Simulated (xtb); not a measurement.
Si(H)(Cl)(OH)(NMe2) (C2H8ClNOSi), SMILES O[SiH](Cl)N(C)C. All values are semi-empirical tight-binding results from xtb (GFN2-xTB unless named), good for trends rather than for accurate numbers. Geometry optimised at GFN2-xTB. One conformer was computed; it need not be the lowest.

```json
{
  "orbital_gap": "5.80 eV",
  "dipole_moment": "2.83 D",
  "zero_point_energy": "65.7 kcal/mol",
  "G − E(el) at 298.15 K (modified RRHO)": "44.6 kcal/mol",
  "static polarisability (D4 model)": "82.4 bohr³",
  "solvation energy, GFN2-xTB/ALPB(water)": "-5.1 kcal/mol",
  "solvation energy, GFN2-xTB/ALPB(methanol)": "-7.0 kcal/mol"
}
```
